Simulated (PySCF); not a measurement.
## Ionising SnSe

PBE; basis Sn def2-SVP with ECP28, Se def2-SVP; scalar-relativistic core potentials; PySCF 2.14. Neutral (UKS): singlet (closed shell), Re = 2.370 Å, ωe = 318 cm⁻¹, De = 4.90 eV, HOMO -5.99 eV, LUMO -3.15 eV.

SnSe⁺ (UKS): doublet (π ↑), Re = 2.539 Å, ωe = 252 cm⁻¹, De = 3.31 eV to Sn⁺ + Se. The energies at the minima are -2615.25434 hartree for SnSe and -2614.92890 for SnSe⁺.

Q: Work out the adiabatic ionisation energy, without and with harmonic zero-point energies (1 hartree = 27.2114 eV, 1 eV = 8065.5 cm⁻¹), and the change of the bond length.

A: At PBE: 0.32544 hartree = 8.856 eV between the minima; the zero-point term (252.0 − 318.0)/2 cm⁻¹ = -0.004 eV makes it 8.852 eV. Re changes by +16.9 pm against the neutral. Minus the HOMO energy is 5.99 eV, -2.87 eV from the value between the minima; self-interaction puts the Kohn–Sham level too high, less so with exact exchange. The electron leaves a π orbital, and the longer bond of the ion fits a bonding orbital, or a change in how ionic the bond is.

Spin–orbit coupling is left out, which matters for elements this heavy, above all for dissociation energies. For an ion De counts to the pair picked by the measured ionisation energies or electron affinities, which need not be the lowest pair at this level. States were picked by a PBE0 search and need not be the measured ground states.
